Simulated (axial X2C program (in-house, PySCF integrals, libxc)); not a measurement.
## Which functional? An output for FeBr

An SCF output computed with an in-house all-electron X2C program for linear molecules (integrals from PySCF) for FeBr at 2.331 Å, two-component, state Ω = 9/2, Br dyall-cv3z [8s9p6d4f1g], Fe dyall-cv3z [9s10p6d3f2g] (cores contracted in-house), without its first line:

```
basis functions 210  fitting functions 1174  grid points 5799
iter        total energy     max residual
   1      -3874.690703660     2.13e-01
   2      -3874.733591809     1.05e-02
   3      -3874.737144814     4.39e-03
   4      -3874.737686849     2.89e-03
   5      -3874.737912163     8.90e-04
   6      -3874.737948200     2.94e-04
   7      -3874.737953266     1.80e-04
   8      -3874.737955292     1.33e-04
   9      -3874.737955570     1.12e-04
  10      -3874.737955688     9.16e-05
  11      -3874.737955761     6.84e-05
  12      -3874.737955825     3.69e-05
  13      -3874.737955855     1.40e-05
  14      -3874.737955860     9.59e-06
  15      -3874.737955862     6.19e-06
  16      -3874.737955863     3.02e-06
  17      -3874.737955863     1.40e-06
converged
one-electron -5790.33834300  Coulomb 1856.60569704  exact exchange -146.25160302  xc functional 0.00000000  nuclear repulsion 206.58569796  atomic mean-field constant -1.33940483
```

**Question.** Which level of theory produced it?
A. HF
B. LDA
C. PBE0

**Answer.** A. The exact-exchange term against the functional term shows a share of 1 of exact exchange.
